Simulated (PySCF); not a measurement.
C2H4BNO2, SMILES COBN=C=O. Heavy atoms are numbered as in [BH:1]([N:3]=[C:4]=[O:5])[O:6][CH3:7]. Hydrogens are named by the atom that carries them.

The structure is a stationary point at B3LYP-D3(BJ)/def2-SVP. The structure was generated by enumeration, and PubChem lists no compound with its InChIKey, so it may never have been made. Other conformers were not sampled.

Calculation: B3LYP/pcSseg-1 (PySCF).

GIAO shieldings, no solvent; atoms alike by connectivity are averaged. δ = σ(ref) − σ: ¹¹B against BF3 (σ = 86.3 ppm); ¹H against TMS (σ = 31.68 ppm); ¹⁵N against NH3 (σ = 265.5 ppm); ¹³C against TMS (σ = 181.3 ppm); ¹⁷O against H2O (σ = 333.8 ppm), references at their B3LYP-D3(BJ)/def2-TZVP geometries, non-relativistic.

Computed chemical shifts:
| nucleus | atoms | count | δ (ppm) |
|---|---|---|---|
| ¹¹B | B1 (BH) | 1 | 12.2 |
| ¹H | H on B1 | 1 | 4.61 |
| ¹H | H on C7 | 3 | 4.24 |
| ¹⁵N | N3 | 1 | 75.0 |
| ¹³C | C4 | 1 | 127.2 |
| ¹³C | C7 (CH3) | 1 | 62.2 |
| ¹⁷O | O6 | 1 | 176.8 |
| ¹⁷O | O5 | 1 | 156.9 |
